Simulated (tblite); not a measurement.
Compound: C7H11FSi.
Atom-mapped SMILES: `[CH2:1]=[CH:2][C@@H:3]([F:4])[SiH:5]1[CH2:6][CH:7]=[CH:8][CH2:9]1` (hydrogens: H10, H11 on C1; H12 on C2; H13 on C3; H14 on Si5; H15, H16 on C6; H17 on C7; H18 on C8; H19, H20 on C9)

Cartesian coordinates in Å at the GFN2-xTB level; atoms count from 1:
```
atom  x, y, z in Å
C1     3.541   -0.079    0.634
C2     2.430    0.323    0.044
C3     1.289   -0.559   -0.317
F4     1.642   -1.900   -0.228
Si5   -0.220   -0.267    0.855
C6    -1.753   -1.272    0.327
C7    -2.750   -0.222   -0.067
C8    -2.420    1.053    0.031
C9    -1.053    1.420    0.533
H10    3.703   -1.117    0.869
H11    4.330    0.607    0.889
H12    2.262    1.364   -0.195
H13    1.011   -0.400   -1.367
H14    0.222   -0.483    2.237
H15   -1.576   -1.956   -0.504
H16   -2.159   -1.878    1.138
H17   -3.719   -0.543   -0.420
H18   -3.098    1.851   -0.236
H19   -0.542    2.043   -0.203
H20   -1.144    2.025    1.435
```

Method: GFN2-xTB as coded in tblite; computed harmonic values from a numerical Hessian at the method's own geometry, unscaled. Against measured fundamentals such values can be off by several per cent, at times by over 20. Modes of hydrogen on silicon can be 10 to 20 % off. One conformer, not necessarily the lowest.

Harmonic wavenumbers (cm⁻¹): 30.2, 42.7, 73.6, 99.2, 172.0, 226.1, 258.8, 266.8, 347.9, 432.1, 546.8, 571.6, 590.8, 622.5, 649.0, 691.2, 724.8, 749.6, 754.9, 815.6, 834.4, 884.6, 901.2, 958.6, 978.8, 981.5, 1012.2, 1018.9, 1083.7, 1096.9, 1106.9, 1133.0, 1136.8, 1230.4, 1245.5, 1273.3, 1285.1, 1314.3, 1406.5, 1456.7, 1461.5, 1707.2, 1719.2, 2247.6, 2887.4, 2959.3, 2962.0, 2986.5, 2987.0, 3061.8, 3063.5, 3079.8, 3112.2, 3140.4.

A = 2938, B = 817.8, C = 696.3 MHz; mass 142.061 u (most abundant isotopes); point group C1, symmetry number 1.

What is the zero-point energy?

½Σν̃ = 34190 cm⁻¹ = 97.76 kcal/mol.

Give the ideal-gas entropy at 500 K and 1 bar in the rigid-rotor, harmonic-oscillator model (classical rotation).

Translation 43.36, rotation 31.18, vibration 55.44: S = 130.0 cal/(mol K).

And Cp and H(500 K) − H(0)?

Cp = 61.55 cal/(mol K), of which vibrations give 53.60 (their classical limit is 54 R = 107.3); H(500 K) − H(0) = 17.76 kcal/mol without the zero-point energy, 13.79 from vibrations.

Which modes carry the vibrational entropy at 500 K?

30.2 cm⁻¹: 6.84; 42.7 cm⁻¹: 6.15; 73.6 cm⁻¹: 5.08; 99.2 cm⁻¹: 4.49; 172.0 cm⁻¹: 3.41; 226.1 cm⁻¹: 2.88 cal/(mol K); the other 48 give 26.60 together.

How do the functions run with temperature in this model?

| T (K) | S (cal/(mol K)) | Cp (cal/(mol K)) | H − H(0) (kcal/mol) | G − H(0) (kcal/mol) | ln q(vib) |
| --- | --- | --- | --- | --- | --- |
| 150 | 82.1 | 24.1 | 2.50 | -9.81 | 4.22 |
| 250 | 96.9 | 35.2 | 5.45 | -18.78 | 7.06 |
| 298.15 | 103.6 | 41.0 | 7.28 | -23.60 | 8.40 |
| 400 | 117.3 | 52.3 | 12.05 | -34.86 | 11.23 |
| 600 | 141.9 | 69.0 | 24.30 | -60.83 | 16.77 |
| 900 | 173.0 | 84.2 | 47.49 | -108.22 | 24.65 |

q(vib) and H(0) count from the zero-point level.

Hindered rotation and anharmonicity are outside this model. Other conformers, if any are populated, would add a mixing term that is left out. The structure is chiral; the term R ln 2 for an equal mix with its mirror image is left out.
